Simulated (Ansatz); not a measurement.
Relaxation of ZnH2SCl5³⁻ (relaxed from a model of [Zn(H2S)Cl5]3-, whose bonding it doesn't keep) with RKS PBE-D4/def2-SVPD.

```sh
$ ansatz run in.yaml --threads 4 --pin off --events-out ev --progress --plain --max-ram 4787MiB
```

```yaml
crystal:
  periodic: [false, false, false]
  atoms:
    - {symbol: Zn, position_ang: [0.159320, 0.004050, -0.848510]}
    - {symbol: S, position_ang: [0.128930, -0.000350, 1.985390]}
    - {symbol: H, position_ang: [-0.684880, 0.927470, 2.478880]}
    - {symbol: H, position_ang: [-0.659050, -0.952250, 2.474880]}
    - {symbol: Cl, position_ang: [0.277680, 0.007070, -3.287850]}
    - {symbol: Cl, position_ang: [2.616540, -0.002660, -0.628790]}
    - {symbol: Cl, position_ang: [-2.245740, 0.010600, -0.806410]}
    - {symbol: Cl, position_ang: [0.207860, 2.431140, -0.680810]}
    - {symbol: Cl, position_ang: [0.199350, -2.425060, -0.686790]}
basis:
  gaussian: {orbitals: def2-SVPD}
total_charge: -3
hamiltonian: {xc: pbe, dispersion: d4}
scf: {lower_state_search: "off"}
output: {orbitals: {seedname: orbitals}}
relax: {f_tol: 0.02, max_steps: 100}
```

Run time 66 s (4 threads of Intel Xeon on a shared host).

Positions (Å) and forces (eV/Å) at steps 1, 2, 3, 4, 5, 6, 7, 8, 9, 10, 11, 12, 13, 16, 17 of 17:

```xyz
9
step=1 energy=-121837.9238 eV
Zn    0.159    0.004   -0.849    0.193   -0.004   -1.065
S     0.129    0.000    1.985    1.328    0.021   -0.226
H    -0.685    0.927    2.479   -0.611    0.775    0.148
H    -0.659   -0.952    2.475   -0.589   -0.792    0.144
Cl    0.278    0.007   -3.288    0.006    0.000   -0.731
Cl    2.617   -0.003   -0.629    0.592   -0.001    0.409
Cl   -2.246    0.011   -0.806   -0.831   -0.001    0.367
Cl    0.208    2.431   -0.681   -0.041    0.693    0.479
Cl    0.199   -2.425   -0.687   -0.048   -0.691    0.474
9
step=2 energy=-121838.4848 eV
Zn    0.160    0.004   -0.996    0.150   -0.001   -0.533
S     0.239    0.001    2.085   -0.299   -0.003    0.332
H    -0.706    0.951    2.380    0.161   -0.015   -0.193
H    -0.679   -0.976    2.375    0.163    0.020   -0.194
Cl    0.271    0.007   -3.483   -0.012    0.000   -0.118
Cl    2.669   -0.003   -0.524    0.175   -0.001    0.118
Cl   -2.320    0.009   -0.719   -0.264   -0.001    0.190
Cl    0.188    2.488   -0.555   -0.036    0.212    0.199
Cl    0.177   -2.483   -0.562   -0.038   -0.211    0.198
9
step=3 energy=-121838.5979 eV
Zn    0.179    0.004   -1.064    0.132    0.002   -0.113
S     0.294    0.005    2.203   -1.653   -0.027    0.217
H    -0.729    0.975    2.190    0.824   -0.581   -0.132
H    -0.696   -0.999    2.183    0.810    0.606   -0.129
Cl    0.262    0.007   -3.554   -0.036    0.000    0.101
Cl    2.709   -0.004   -0.497    0.016   -0.001   -0.057
Cl   -2.331    0.008   -0.578   -0.070    0.000    0.063
Cl    0.161    2.504   -0.438   -0.010    0.055    0.022
Cl    0.150   -2.500   -0.446   -0.013   -0.054    0.027
9
step=4 energy=-121838.6957 eV
Zn    0.198    0.004   -1.059    0.163    0.004   -0.113
S     0.241    0.006    2.392   -1.769   -0.021   -0.307
H    -0.728    0.984    2.046    0.903   -0.703    0.113
H    -0.688   -1.010    2.045    0.869    0.718    0.110
Cl    0.232    0.007   -3.543   -0.044   -0.001    0.125
Cl    2.744   -0.005   -0.539   -0.088   -0.001   -0.064
Cl   -2.319    0.009   -0.496    0.008    0.003    0.073
Cl    0.168    2.520   -0.420   -0.021   -0.030    0.027
Cl    0.153   -2.515   -0.427   -0.022    0.031    0.036
9
step=5 energy=-121838.8339 eV
Zn    0.213    0.005   -1.061    0.149    0.008   -0.106
S     0.133    0.004    2.556   -1.451   -0.031   -0.716
H    -0.680    0.978    1.920    0.749   -0.615    0.316
H    -0.635   -1.007    1.919    0.730    0.636    0.314
Cl    0.205    0.007   -3.532   -0.041   -0.002    0.101
Cl    2.747   -0.006   -0.567   -0.116    0.000   -0.067
Cl   -2.294    0.011   -0.439    0.013    0.003    0.056
Cl    0.163    2.511   -0.397   -0.014   -0.045    0.043
Cl    0.148   -2.503   -0.398   -0.018    0.046    0.057
9
step=6 energy=-121838.9671 eV
Zn    0.221    0.008   -1.063    0.100    0.014   -0.087
S    -0.026   -0.001    2.672   -1.004   -0.039   -1.040
H    -0.599    0.972    1.809    0.537   -0.534    0.490
H    -0.543   -1.008    1.808    0.528    0.557    0.491
Cl    0.181    0.005   -3.519   -0.038   -0.004    0.063
Cl    2.736   -0.005   -0.602   -0.102   -0.001   -0.063
Cl   -2.276    0.015   -0.407    0.002    0.006   -0.013
Cl    0.163    2.493   -0.355   -0.010   -0.044    0.069
Cl    0.143   -2.477   -0.342   -0.014    0.045    0.090
9
step=7 energy=-121839.0880 eV
Zn    0.211    0.015   -1.045    0.008    0.039   -0.085
S    -0.193   -0.017    2.682   -0.480   -0.011   -1.172
H    -0.474    0.960    1.682    0.302   -0.419    0.636
H    -0.395   -1.022    1.679    0.286    0.410    0.606
Cl    0.144   -0.001   -3.490   -0.011   -0.009    0.036
Cl    2.714   -0.004   -0.634   -0.075   -0.003   -0.076
Cl   -2.297    0.030   -0.457   -0.003   -0.001   -0.127
Cl    0.158    2.463   -0.235   -0.007   -0.054    0.079
Cl    0.133   -2.424   -0.183   -0.020    0.048    0.102
9
step=8 energy=-121839.2107 eV
Zn    0.190    0.027   -1.087   -0.077    0.046   -0.005
S    -0.301   -0.035    2.725   -0.104    0.042   -0.817
H    -0.369    0.965    1.718    0.126   -0.356    0.479
H    -0.269   -1.046    1.710    0.070    0.319    0.409
Cl    0.142   -0.009   -3.519    0.011   -0.008   -0.020
Cl    2.684   -0.003   -0.720   -0.027   -0.006   -0.078
Cl   -2.340    0.035   -0.647    0.016    0.003   -0.145
Cl    0.151    2.420   -0.131   -0.016   -0.072    0.083
Cl    0.112   -2.353   -0.049    0.001    0.032    0.094
9
step=9 energy=-121839.2918 eV
Zn    0.153    0.032   -1.109   -0.047    0.018    0.005
S    -0.332   -0.036    2.744   -0.028    0.006   -0.145
H    -0.294    0.967    1.764    0.056   -0.071    0.163
H    -0.215   -1.034    1.742    0.016    0.097    0.176
Cl    0.169   -0.016   -3.543   -0.011    0.001   -0.053
Cl    2.656   -0.014   -0.827    0.008    0.017   -0.054
Cl   -2.387    0.046   -0.836    0.056   -0.027   -0.114
Cl    0.128    2.354   -0.001   -0.011   -0.059    0.027
Cl    0.121   -2.300    0.067   -0.039    0.019   -0.003
9
step=10 energy=-121839.3384 eV
Zn    0.163    0.031   -1.167   -0.110   -0.037    0.051
S    -0.356   -0.021    2.842    0.033   -0.088    0.018
H    -0.231    0.981    1.878    0.013    0.029   -0.018
H    -0.198   -1.012    1.848   -0.036    0.054    0.063
Cl    0.155   -0.011   -3.608    0.061    0.012   -0.070
Cl    2.672    0.014   -0.926   -0.027   -0.022   -0.049
Cl   -2.371    0.002   -1.026   -0.014    0.036   -0.063
Cl    0.112    2.283    0.069    0.001   -0.055    0.028
Cl    0.055   -2.268    0.089    0.080    0.070    0.041
9
step=11 energy=-121839.3703 eV
Zn    0.100    0.014   -1.233    0.055   -0.007    0.105
S    -0.353   -0.015    2.948    0.028   -0.055    0.078
H    -0.188    0.983    1.982   -0.013    0.035   -0.062
H    -0.189   -0.997    1.952   -0.009    0.009    0.004
Cl    0.231    0.012   -3.693   -0.056   -0.002   -0.047
Cl    2.617   -0.013   -1.051    0.058    0.010   -0.031
Cl   -2.426    0.033   -1.212    0.063   -0.039   -0.048
Cl    0.091    2.186    0.140   -0.032   -0.033    0.013
Cl    0.116   -2.203    0.166   -0.094    0.083   -0.012
9
step=12 energy=-121839.3844 eV
Zn    0.121    0.002   -1.243   -0.004    0.081   -0.039
S    -0.327   -0.031    3.029    0.001    0.062    0.086
H    -0.197    0.969    2.048   -0.006   -0.030    0.028
H    -0.193   -0.988    1.996   -0.007    0.014    0.033
Cl    0.221    0.003   -3.733    0.001   -0.006   -0.015
Cl    2.663   -0.012   -1.161    0.080   -0.001   -0.014
Cl   -2.416    0.008   -1.359   -0.067   -0.006   -0.027
Cl    0.069    2.069    0.200    0.000    0.062   -0.009
Cl    0.060   -2.020    0.223    0.001   -0.176   -0.042
9
step=13 energy=-121839.3919 eV
Zn    0.113    0.036   -1.241   -0.006   -0.103   -0.071
S    -0.280   -0.019    3.062   -0.009   -0.001   -0.017
H    -0.186    0.963    2.065    0.011    0.033    0.005
H    -0.188   -0.987    2.045    0.012   -0.031   -0.013
Cl    0.240   -0.018   -3.734    0.005    0.031    0.022
Cl    2.678   -0.012   -1.144    0.003    0.037    0.017
Cl   -2.445    0.002   -1.408   -0.009    0.037    0.013
Cl    0.039    2.109    0.189   -0.002   -0.035   -0.001
Cl    0.030   -2.075    0.166   -0.006    0.033    0.045
9
step=16 energy=-121839.3972 eV
Zn    0.098    0.004   -1.254   -0.001    0.003    0.020
S    -0.249   -0.010    3.067    0.003   -0.005    0.011
H    -0.159    0.969    2.063   -0.001    0.010   -0.010
H    -0.164   -0.981    2.053   -0.001   -0.004   -0.002
Cl    0.258    0.006   -3.687    0.001    0.000   -0.032
Cl    2.727   -0.001   -1.114    0.012    0.000    0.005
Cl   -2.523    0.013   -1.453   -0.012   -0.001    0.001
Cl    0.011    2.046    0.169    0.000    0.003    0.004
Cl    0.002   -2.046    0.158   -0.002   -0.005    0.004
9
step=17 energy=-121839.3973 eV
Zn    0.096    0.003   -1.253    0.000    0.005   -0.005
S    -0.243   -0.009    3.070    0.002    0.006    0.000
H    -0.157    0.967    2.063   -0.001    0.006    0.003
H    -0.162   -0.979    2.056    0.000   -0.012   -0.001
Cl    0.260    0.007   -3.690    0.000    0.000    0.017
Cl    2.746   -0.001   -1.107   -0.008    0.000   -0.002
Cl   -2.545    0.012   -1.461    0.007    0.000   -0.002
Cl    0.007    2.039    0.169    0.000   -0.003   -0.007
Cl   -0.002   -2.038    0.154    0.000   -0.003   -0.004
```

A multiply charged anion in the gas phase is held together partly by the finite basis. The highest occupied level of the charge -3 singlet lies above zero (up to 4.86 eV). By energy differences it is unbound by 1.48 eV (vertical, against the charge -2 doublet, at LC-ωPBE (ω = 0.30 bohr⁻¹)/def2-SVPD) and held by the finite basis. In the singlet geometry the species has come apart into loosely held pieces.
